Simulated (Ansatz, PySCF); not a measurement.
(E)-1-bromo-2-chloro-1-fluoroethene (C₂HBrClF), SMILES F/C(Br)=C\Cl. Atoms are numbered in the order given.

```xyz
6

F     -1.5714     0.3663     0.0000
C     -0.2716     0.1376     0.0000
Br     0.1778    -1.6774     0.0000
C      0.6414     1.1077     0.0000
Cl     0.1952     2.7677     0.0000
H      1.7078     0.8827     0.0000
```

Geometry: ωB97X-D3(BJ)/def2-SVP.

Two levels are set side by side: PBE-D3(BJ)/def2-SVP (Ansatz, an electronic-structure program) and ωB97X-D3(BJ)/def2-SVP (PySCF). Each level has its own optimised geometry; the coordinates shown are those of the second. Frequencies come from the Hessian of PySCF at each geometry. Differences are taken from unrounded values.

| quantity | ωB97X-D3(BJ) |
|---|---|
| mean bond length (Å) | 1.466 |
| bond F1–C2 (Å) | 1.320 |
| bond C2–Br3 (Å) | 1.870 |
| bond C2–C4 (Å) | 1.332 |
| bond C4–Cl5 (Å) | 1.719 |
| bond C4–H6 (Å) | 1.090 |
| highest harmonic wavenumber (cm⁻¹) | 3280 |
| mean harmonic wavenumber (cm⁻¹) | 965 |
| zero-point energy (kcal/mol) | 16.55 |

Task: What does PBE-D3(BJ) give, and how far is it from ωB97X-D3(BJ)? (An estimate is asked for; the answer gives what the named calculation found.)

Result: 
| quantity | PBE-D3(BJ) | PBE-D3(BJ) minus ωB97X-D3(BJ) |
|---|---|---|
| mean bond length (Å) | 1.477 | 0.011 |
| bond F1–C2 (Å) | 1.326 | 0.006 |
| bond C2–Br3 (Å) | 1.888 | 0.018 |
| bond C2–C4 (Å) | 1.348 | 0.016 |
| bond C4–Cl5 (Å) | 1.727 | 0.008 |
| bond C4–H6 (Å) | 1.097 | 0.007 |
| highest harmonic wavenumber (cm⁻¹) | 3177 | -103 |
| mean harmonic wavenumber (cm⁻¹) | 913 | -52 |
| zero-point energy (kcal/mol) | 15.66 | -0.89 |

Exact exchange shortens and stiffens bonds; PBE has none. Differences between two approximate levels are no errors against the true value.
